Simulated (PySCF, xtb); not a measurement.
Noncovalent pair: HBr (SMILES Br) (first 2 atoms) with H4OSi (SMILES O[SiH3]); geometry from B3LYP-D3(BJ)/def2-TZVP, rigid monomers moved along the line of their centres of mass till H2···O3 is 2.17 Å.
(charge 0, multiplicity 1):
```xyz
8

Br    -0.609    -1.156    -0.021
H     -0.155    -0.423     1.135
O      0.463     0.592     2.952
Si    -0.042     0.226     4.497
H      1.148     1.254     2.826
H      1.087    -0.281     5.310
H     -1.071    -0.814     4.325
H     -0.609     1.423     5.159
```

Monomers are frozen at their geometry in the pair; levels with a basis set take the counterpoise correction. Rows marked so take none.

Rows in 3-21G, 6-31G*, LANL2DZ carry no dispersion term and start afresh at each structure (6-31G* with six Cartesian d functions); the Pople sets are all-electron and without relativity. LANL2DZ brings its own core potentials from Na on.

Codes used: PySCF for 3-21G rows, 6-31G* rows, LANL2DZ rows; xtb for the GFN methods. 

Question: One of these levels gives -8.11 kcal/mol for the interaction energy. Which one is it?
A. B3LYP/LANL2DZ (no counterpoise)
B. GFN-FF
C. BP86/6-31G* (no counterpoise)
D. B3LYP/3-21G (no counterpoise)

Answer: D, B3LYP/3-21G (no counterpoise). The others give -3.95 (GFN-FF), -4.66 (BP86/6-31G* (no counterpoise)), -6.04 (B3LYP/LANL2DZ (no counterpoise))
